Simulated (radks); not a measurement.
The numbers below are computed, except where a source is named.
Problem. Radial electron density D(r) = 4 pi r^2 rho(r) of an atom or ion with 26 electrons. Level of theory: scalar-relativistic Kohn-Sham, LB94 model potential, spin-polarised, spherical densities, finite nucleus; Fermi nuclear charge, rms radius of each element as measured or else 0.836 A^(1/3) + 0.57 fm (a radial shooting solver on a logarithmic mesh with Libxc functionals).

```
   r/bohr * D(r) (the largest magnitude, 107, reaches the edge; | marks zero)
 0.002384 |       *
 0.002958 |          *
 0.003701 |             *
 0.004593 |                  *
 0.005701 |                       *
 0.007132 |                             *
 0.008852 |                                  *
  0.01099 |                                       *
  0.01374 |                                          *
  0.01706 |                                          *
  0.02117 |                                        *
  0.02649 |                                     *
  0.03287 |                                     *
  0.04113 |                                         *
  0.05104 |                                                *
  0.06335 |                                                      *
  0.07925 |                                                    *
  0.09836 |                                            *
   0.1221 |                                     *
   0.1527 |                                     *
   0.1895 |                                        *
   0.2352 |                                     *
   0.2943 |                       *
   0.3653 |         *
    0.457 | *
   0.5672 *
   0.7039 *
```

What is the nuclear charge?

Solution. Z = 63. The innermost maximum, from 1s, lies near gamma/Z bohr with gamma = sqrt(1 - (Z/c)^2) = 0.888, here 0.0141 bohr (found: 0.0154), and its height grows with Z. The density is that of the europium ion Eu37+ in [Ar] 3d8; the configuration itself is not fixed sharply by these data, and Z only to a few units. D(r) has 3 maxima, at r = 0.0154, 0.0681, 0.197 bohr, and minima at 0.0299, 0.135 bohr, inside which lie 1.95, 11.34 electrons.
